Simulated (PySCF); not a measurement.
# Fractional electron number in Mo²⁺ (molybdenum, charge +2)

The 4d alpha orbital of [Kr] 4d4 is emptied in steps (occupation f), with all orbitals relaxed, ending at [Kr] 4d3. All numbers are calculated (PySCF 2.14, scalar relativity through the core potential, in aug-cc-pVTZ-PP with ECP28MDF (6s6p5d3f2g, 88 functions)). The exact energy is a straight line in f; departures are measured from the line between the end points of the same method.

Q: Among BHandHLYP, wB97X, B3LYP, which shows the largest delocalisation error (convex curve), and which is closest to linear?

A: Most convex: B3LYP (-1.127 eV at f = 0.5); closest to linear: wB97X (-0.382 eV).

```tsv
f	BHandHLYP (eV)	wB97X (eV)	B3LYP (eV)
1	0.000	0.000	0.000
0.9	-0.223	-0.139	-0.403
0.7	-0.522	-0.323	-0.944
0.5	-0.623	-0.382	-1.127
0.3	-0.525	-0.317	-0.949
0.1	-0.226	-0.134	-0.408
0	0.000	0.000	0.000
```

```
   method  E(f=0) − E(f=1) (eV)  −ε at f=1 (eV)  −ε at f=0.5 (eV)
BHandHLYP                26.886          24.417            26.875
    wB97X                26.806          25.264            26.823
    B3LYP                27.159          22.692            27.142
```

Reference removal energy between the ground levels: 27.13 ± 0.12 eV (semi-empirical (NIST evaluation); NIST Atomic Spectra Database, ionization energies). The calculation has no spin-orbit coupling. The determinant left behind need not be the lowest term of the ion.
